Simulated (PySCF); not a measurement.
**Electronic structure of He (helium, neutral) at the PBE0 level**

Configuration: 1s1 2p1, high-spin 3P determinant (an excited configuration). All numbers are calculated (PySCF 2.14, scalar relativity by spin-free X2C-1e, in dyall-av3z (10s3p2d, 29 functions)).

| Quantity | Value |
| --- | --- |
| Total energy | -2.0230 hartree |
| One-electron energy | -2.4577 hartree |
| Hartree (Coulomb) energy | 1.2999 hartree |
| Exchange-correlation energy | -0.8652 hartree |
| ⟨S²⟩ | 2.0000 |
| ⟨L²⟩ | 2.000 |
| Sum of ⟨r⟩ | 3.099 bohr |
| Sum of ⟨r²⟩ | 6.797 bohr² |
| Traceless quadrupole moment −½Σ⟨3z² − r²⟩ along its main axis | -2.39 e·bohr² |
| Langevin diamagnetic susceptibility | -5.38 ×10⁻⁶ cm³/mol |

```json
{"shell": "1s α", "electrons": "1", "mean orbital energy (hartree)": "-1.20536", "rms radius, mean of both spins (bohr)": "0.912"}
{"shell": "2p α", "electrons": "1", "mean orbital energy (hartree)": "0.08478", "rms radius, mean of both spins (bohr)": "2.44"}
```

The outer electron is Rydberg-like, and this basis confines it to a smaller radius and binds it less than a complete one would. At PBE0 the highest occupied level has a positive energy, so only the finite basis holds that electron; for this excited configuration the basis is too tight for the outer shell.
